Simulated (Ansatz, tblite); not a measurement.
Cost and result up the ladder for the cluster Zn2OF2 (the lowest singlet isomer of a short search) (5 atoms). Charge 0, multiplicity 1. Geometry: PBE0-D4/def2-SVP.

Cartesian coordinates in Å:
```
Zn -0.470 1.428 -0.544
Zn 0.337 -1.514 0.386
O -0.491 -0.318 -0.579
F 1.125 -2.759 1.304
F -0.500 3.163 -0.567
```

Ansatz on 4 threads of Arm Neoverse V2 on a shared host; xTB runs through tblite on one thread. Times are rough, summed over both states, and most runs start from the orbitals of an earlier one. PBE0-D4/def2-TZVP serves as the yardstick here, not as an exact answer. Differences are given only for rows in sets of like size (and for xTB, whose basis is part of the method), since another set adds its own error. The other state is a doublet.

The xTB rows come from tblite. Correlated methods freeze 21 core orbitals. The rows differ in basis, and correlated rows in double-zeta sets carry the largest basis error. The structure comes from a short search, and lower isomers may exist.

Correlated methods converge slowly with the basis, most of all in double-zeta sets.

Raw xTB energies of ions are shifted by several eV.

```
                         level  functions  vertical IE (eV)  difference from PBE0-D4/def2-TZVP (eV)
                      GFN1-xTB         20             16.01                                    5.02
             PBE0-D4/def2-TZVP        189             10.99                                    0.00
           r2SCAN-D4/def2-TZVP        189             10.73                                   -0.26
PBE-D4/def2-TZVP (with forces)        189             10.59                                   -0.40
                      GFN2-xTB         20             17.47                                    6.48
              CCSD(T)/def2-SVP        104             10.34                                       –
```

Question: Estimate how long each takes.

Answer: GFN1-xTB 0.004 s; GFN2-xTB 0.005 s; PBE-D4/def2-TZVP (with forces) 6.1 s; r2SCAN-D4/def2-TZVP 13 s; CCSD(T)/def2-SVP 14 s; PBE0-D4/def2-TZVP 17 s. On shared hardware such times vary by a factor of up to 3.
